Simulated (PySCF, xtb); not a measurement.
Al(F)(OH)(SMe) (CH₄AlFOS), SMILES C[S][Al]([OH])[F].

GFN2-xTB in xtb at its own geometry gives an orbital gap of 3.21 eV and a dipole moment of 4.27 D.

Geometry optimised at B3LYP-D3(BJ)/def2-SVP. The structure was generated by enumeration; whether it is a known compound was not checked. Other conformers were not sampled.

Question: What does PBE/def2-TZVP in PySCF give? (An estimate is asked for; the answer gives what the named calculation found.)

Answer: gap 4.55 eV (levels -6.09 and -1.54 eV), dipole 2.33 D.
